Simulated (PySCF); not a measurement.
# Computed records: BGeH$_{9}$Si$_{2}$, AlBGeH$_{8}$Si, CH$_{5}$BGeO, BGe$_{2}$H$_{4}$N and others

All values are calculated (PySCF 2.14.0). Calculation on a computer-drawn molecule: the log of a Hartree-Fock and frozen-core CCSD(T) single point meant for a local Hartree-Fock minimum, with one planted fault or none, to be diagnosed. Offsets are logged minus clean, where the clean run is the same molecule without the fault. The reference is restricted for singlets and unrestricted otherwise, and also for a bond in bohr or an excited solution. Adding or removing an electron swaps singlet and doublet. The excited solution moves the top pair (singlet) or top alpha electron (doublet) to the lowest empty orbital. Highest occupied and lowest empty are orbital energies over both spins, largest force is the largest gradient component, triples share is (T) over the correlation energy, the T1 limit is 0.02 restricted and 0.045 unrestricted, electrons count all cores, a negative frequency is imaginary (commonest isotopes), and the dipole is about the centre of nuclear charge; on germanium a core potential holds 10 electrons, which the energies leave out, and 3d is frozen in MP2 and coupled-cluster steps.

Common to all runs: meant charge 0; meant multiplicity 1; meant basis and core potential on germanium cc-pVDZ-PP ECP10MDF; logged SCF converged yes; logged CC converged yes; logged SCF stable within its kind yes; possible faults no fault, one electron removed, one electron added, multiplicity raised by two, geometry at a saddle point, SCF held on an excited solution, minimal basis STO-3G, one bond length entered in bohr, all coordinates scaled.

```json
{"entry": 1, "formula": "BGeH9Si2", "logged_structure": {"atoms_angstrom": [["B", 1.7311, 0.4915, 3.2481], ["Ge", 0.1975, -0.6002, 2.3599], ["Si", 0.5122, -0.6794, -0.0398], ["Si", 0.3339, 1.461, -1.0352], ["H", 1.6583, 1.6845, 3.3376], ["H", 2.7249, -0.0513, 3.64], ["H", -1.1771, 0.0365, 2.6241], ["H", 0.1451, -2.0471, 2.8755], ["H", -0.506, -1.5847, -0.6299], ["H", 1.855, -1.241, -0.3389], ["H", -1.0063, 2.038, -0.7713], ["H", 1.3591, 2.368, -0.4619], ["H", 0.5397, 1.3798, -2.5016]]}, "given": {"meant_basis": "cc-pV(D+d)Z", "logged_electrons": 74, "logged_basis_functions": 128, "logged_spin_squared": 0.0, "logged_highest_occupied [eV]": -10.01, "logged_lowest_empty [eV]": 1.1815, "logged_largest_force [hartree/bohr]": 2.2298e-05, "logged_lowest_frequency [cm^-1]": 34.604, "logged_T1_diagnostic": 0.013343, "logged_D1_diagnostic": 0.03836, "logged_triples_share": 0.026383, "logged_dipole_magnitude [debye]": 0.46142, "logged_energy_HF [hartree]": -901.1384, "logged_energy_CCSD(T) [hartree]": -901.62027, "drawn_bonds_atom": [1, 2, 3, 1, 1, 2, 2, 3, 3, 4, 4, 4], "drawn_bonds_other_atom": [2, 3, 4, 5, 6, 7, 8, 9, 10, 11, 12, 13], "drawn_bonds_order": [1, 1, 1, 1, 1, 1, 1, 1, 1, 1, 1, 1]}, "results": {"planted_fault": "no fault", "HF_energy_offset_from_clean_run [kcal/mol]": 0.0, "CCSD(T)_energy_offset_from_clean_run [kcal/mol]": 0.0}}
{"entry": 2, "formula": "AlBGeH8Si", "logged_structure": {"atoms_angstrom": [["B", -1.0881, 0.4878, -2.6144], ["Ge", -1.3708, -0.3572, -0.7417], ["Al", 0.624, -1.7142, -0.0568], ["Si", -3.2826, -1.8337, -0.8243], ["H", -0.9162, 1.6656, -2.7573], ["H", -1.0611, -0.2147, -3.5865], ["H", -1.6664, 0.7094, 0.3305], ["H", 1.3088, -2.6944, -1.093], ["H", 1.1983, -1.6253, 1.4137], ["H", -3.0428, -2.9081, -1.8188], ["H", -4.513, -1.1014, -1.2097], ["H", -3.5119, -2.4662, 0.4982]]}, "given": {"meant_basis": "cc-pV(D+d)Z", "logged_electrons": 73, "logged_basis_functions": 123, "logged_spin_squared": 0.769, "logged_highest_occupied [eV]": -0.55932, "logged_lowest_empty [eV]": 5.2172, "logged_largest_force [hartree/bohr]": 0.00978, "logged_T1_diagnostic": 0.050341, "logged_D1_diagnostic": 0.32594, "logged_triples_share": 0.031078, "logged_dipole_magnitude [debye]": 6.1808, "logged_energy_HF [hartree]": -853.54046, "logged_energy_CCSD(T) [hartree]": -853.99901, "drawn_bonds_atom": [1, 2, 2, 1, 1, 2, 3, 3, 4, 4, 4], "drawn_bonds_other_atom": [2, 3, 4, 5, 6, 7, 8, 9, 10, 11, 12], "drawn_bonds_order": [1, 1, 1, 1, 1, 1, 1, 1, 1, 1, 1]}, "results": {"planted_fault": "one electron added", "HF_energy_offset_from_clean_run [kcal/mol]": 0.09403, "CCSD(T)_energy_offset_from_clean_run [kcal/mol]": -14.51}, "notes": ["T1 above single-reference limit"]}
{"entry": 3, "formula": "CH5BGeO", "logged_structure": {"atoms_angstrom": [["B", -0.6463, 1.684, 0.6491], ["Ge", -0.0247, -0.203, 0.8702], ["C", 1.4324, -0.7501, -0.0929], ["O", 2.171, -0.0633, -0.9499], ["H", -1.5884, 2.1232, 1.2398], ["H", -0.0461, 2.3983, -0.1073], ["H", -0.57, -1.3199, 1.7363], ["H", 1.8094, -1.7649, -0.008], ["H", 1.8536, 0.8266, -1.035]]}, "given": {"meant_basis": "cc-pVDZ", "logged_electrons": 57, "logged_basis_functions": 90, "logged_spin_squared": 1.0554, "logged_highest_occupied [eV]": -1.081, "logged_lowest_empty [eV]": 8.4216, "logged_largest_force [hartree/bohr]": 0.04795, "logged_T1_diagnostic": 0.03138, "logged_D1_diagnostic": 0.14692, "logged_triples_share": 0.031044, "logged_dipole_magnitude [debye]": 4.0187, "logged_energy_HF [hartree]": -433.62024, "logged_energy_CCSD(T) [hartree]": -434.1854, "drawn_bonds_atom": [1, 2, 3, 1, 1, 2, 3, 4], "drawn_bonds_other_atom": [2, 3, 4, 5, 6, 7, 8, 9], "drawn_bonds_order": [1, 2, 1, 1, 1, 1, 1, 1]}, "results": {"planted_fault": "one electron added", "HF_energy_offset_from_clean_run [kcal/mol]": -6.494, "CCSD(T)_energy_offset_from_clean_run [kcal/mol]": -5.368}}
{"entry": 4, "formula": "BGe2H4N", "logged_structure": {"atoms_angstrom": [["B", 0.2611, 2.3044, -0.6877], ["Ge", -1.6867, 1.6413, -0.4111], ["N", -2.49, 0.7438, -1.575], ["Ge", -3.4948, 0.0397, -2.8764], ["H", 0.8468, 2.8707, 0.1874], ["H", 0.7833, 2.1031, -1.7417], ["H", -2.408, 1.941, 0.9065], ["H", -3.1488, -1.4909, -2.57]]}, "given": {"meant_basis": "cc-pVDZ", "logged_electrons": 80, "logged_basis_functions": 94, "logged_spin_squared": 2.0663, "logged_highest_occupied [eV]": -7.0837, "logged_lowest_empty [eV]": -0.39988, "logged_largest_force [hartree/bohr]": 0.096943, "logged_T1_diagnostic": 0.066772, "logged_D1_diagnostic": 0.36535, "logged_triples_share": 0.038153, "logged_dipole_magnitude [debye]": 1.8753, "logged_energy_HF [hartree]": -668.08824, "logged_energy_CCSD(T) [hartree]": -668.54581, "drawn_bonds_atom": [1, 2, 3, 1, 1, 2, 4], "drawn_bonds_other_atom": [2, 3, 4, 5, 6, 7, 8], "drawn_bonds_order": [1, 2, 1, 1, 1, 1, 1]}, "results": {"planted_fault": "multiplicity raised by two", "HF_energy_offset_from_clean_run [kcal/mol]": 18.97, "CCSD(T)_energy_offset_from_clean_run [kcal/mol]": 39.05}, "notes": ["T1 above single-reference limit"]}
{"entry": 5, "formula": "BGeH3O", "logged_structure": {"atoms_angstrom": [["B", 1.0436, 1.5927, 1.5481], ["Ge", 0.0845, 0.1495, 0.1801], ["O", 0.3508, -1.5533, 0.2339], ["H", 2.1568, 2.1183, 1.2399], ["H", 0.4822, 1.9004, 2.6438], ["H", -0.9274, 0.8018, -0.9264]]}, "given": {"meant_basis": "cc-pVDZ", "logged_electrons": 48, "logged_basis_functions": 66, "logged_spin_squared": 0.0, "logged_highest_occupied [eV]": -10.574, "logged_lowest_empty [eV]": 0.46033, "logged_largest_force [hartree/bohr]": 0.079002, "logged_T1_diagnostic": 0.033747, "logged_D1_diagnostic": 0.11554, "logged_triples_share": 0.040353, "logged_dipole_magnitude [debye]": 5.423, "logged_energy_HF [hartree]": -394.56592, "logged_energy_CCSD(T) [hartree]": -394.9856, "drawn_bonds_atom": [1, 2, 1, 1, 2], "drawn_bonds_other_atom": [2, 3, 4, 5, 6], "drawn_bonds_order": [1, 2, 1, 1, 1]}, "results": {"planted_fault": "all coordinates scaled, by +6.2 %", "HF_energy_offset_from_clean_run [kcal/mol]": 12.2, "CCSD(T)_energy_offset_from_clean_run [kcal/mol]": 3.832}, "notes": ["T1 above single-reference limit"]}
```
